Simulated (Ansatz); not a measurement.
Abridged output of a molecular run in Ansatz:

```
Functional definition: HF
1453 factors; integrals over basis functions are off by at most 1.1e-3 eV
mean field evaluation 1: about -28534.7059 eV, gradient 2.4e1 eV
mean field evaluation 2: about -28534.9263 eV, gradient 2.5e1 eV
mean field evaluation 4: about -28537.0848 eV, gradient 3.3e0 eV
mean field evaluation 8: about -28537.1447 eV, gradient 2.8e-1 eV
mean field -28537.14546304 eV, -1048.7207525947 hartree, gradient 2.2e-6 eV, S^2 0.000000; 0 other end points of the search recorded, 0 dependent functions left out
15 core orbitals not correlated: weight in the atoms' cores, before any rotation towards them, 1.000 or more for the frozen orbitals, at most 0.000 for the correlated occupied ones
reference -28537.14546304 eV, -1048.7207525947 hartree; 17, 17 occupied and 189, 189 virtual orbitals, 1453 factors
second order -22.86757977 eV of doubles, -0.00000000 eV of singles
cycle   1  -23.08201044 eV  change   -2.1e-1 eV  update   1.2e-1
cycle   2  -23.67178942 eV  change   -5.9e-1 eV  update   3.5e-2
cycle   3  -23.79382322 eV  change   -1.2e-1 eV  update   2.2e-2
cycle   4  -23.78084506 eV  change    1.3e-2 eV  update   7.0e-3
cycle   5  -23.77649164 eV  change    4.4e-3 eV  update   3.9e-3
cycle   6  -23.77731519 eV  change   -8.2e-4 eV  update   1.3e-3
cycle   7  -23.77689885 eV  change    4.2e-4 eV  update   5.2e-4
cycle   8  -23.77691644 eV  change   -1.8e-5 eV  update   1.8e-4
cycle   9  -23.77699731 eV  change   -8.1e-5 eV  update   9.4e-5
cycle  10  -23.77695113 eV  change    4.6e-5 eV  update   3.4e-5
cycle  11  -23.77696177 eV  change   -1.1e-5 eV  update   1.6e-5
perturbative correction -1.03169056 eV, -0.0379139288 hartree
Total energy: -28561.95411537 eV, -1049.6324537520 hartree
```

Its atoms:

```xyz
8

C    -1.3238    0.0767   -0.3288
S    -0.6900   -1.6204   -0.2835
Sn    1.6478   -1.5158    0.3128
S     1.7343    0.9133    0.4995
H    -2.3785    0.0179   -0.5981
H    -0.7968    0.6700   -1.0754
H    -1.2301    0.5544    0.6461
H     3.0371    0.9040    0.8274
```

(1) Which basis set was used?
A. def2-QZVPP
B. cc-pV(Q+d)Z
C. def2-TZVPP
D. def2-TZVPPD

(2) Write the keys of the input that set method, charge and spin (a neutral closed shell needs none for the last two).

Results:

(1) C. It gives 221 functions.

(2) 
```yaml
correlation: {method: ccsd_t}
```
